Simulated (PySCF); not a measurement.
The numbers are results of PBE0-D4/def2-TZVP run with PySCF 2.14.0, not measurements. All species are isolated molecules in the gas phase. One relaxed conformer stands for a flexible species; it need not be the lowest. Delta-SCF ions had no search for a lower state. Excitations are Tamm–Dancoff values on a coarser integration grid. The basis has no diffuse functions, so Rydberg states are missing or too high.

Reference species (SMILES): `C[SiH2]O` (C–Si–O–H torsion 70°) (neutral, multiplicity 1).

```json
{
 "S1–T1 gap (TDA)": "0.38 eV",
 "S1 oscillator strength": "0.009",
 "vertical ionisation energy (Delta-SCF)": "10.67 eV"
}
```

Changed species: `O[SiH3]` (X = H; the reference has X = methyl).

Task: Predict the effect on the S1–T1 gap (TDA), S1 oscillator strength and vertical ionisation energy (Delta-SCF).

Result: the S1–T1 gap (TDA) increases by 0.04 eV, to 0.42 eV; the S1 oscillator strength hardly moves; the vertical ionisation energy (Delta-SCF) rises by 0.58 eV, to 11.25 eV.
